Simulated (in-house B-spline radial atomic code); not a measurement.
A fraction x of an electron is moved 6s → 5d in Cs, starting from [Xe] 6s1 and keeping the highest spin. Method: scalar-relativistic (X2C) PBEsol, spin-polarised, spherical fractional occupations, Fermi nucleus of rms radius 4.8041 fm. Calculated with a radial B-spline atomic code at the basis-set limit.

```csv
x,E(x) - E(0) (eV),6s up level (eV),5d up level (eV)
0,0.0000,-2.289,-
0.125,0.2206,-2.282,-0.523
0.25,?,?,?
0.375,0.6576,-2.275,-0.539
0.5,?,?,?
0.625,1.0882,-2.273,-0.565
0.75,1.3008,-2.274,-0.582
0.875,1.5110,-2.277,-0.604
1,1.7187,-,-0.631
```

Task: What belongs in the row x = 0.25?

Result: An energy change of 0.4398 eV; 6s up at -2.278 eV, 5d up at -0.530 eV.

Task: What belongs in the row x = 0.5?

Result: An energy change of 0.8738 eV; 6s up at -2.273 eV, 5d up at -0.550 eV.

Task: Check Janak's theorem between x = 0.625 and 0.75.

Result: The slope of the energy is 1.70 eV; the orbital levels give 1.70 eV (ε of the receiving orbital less ε of the emptying one, averaged over the two points).
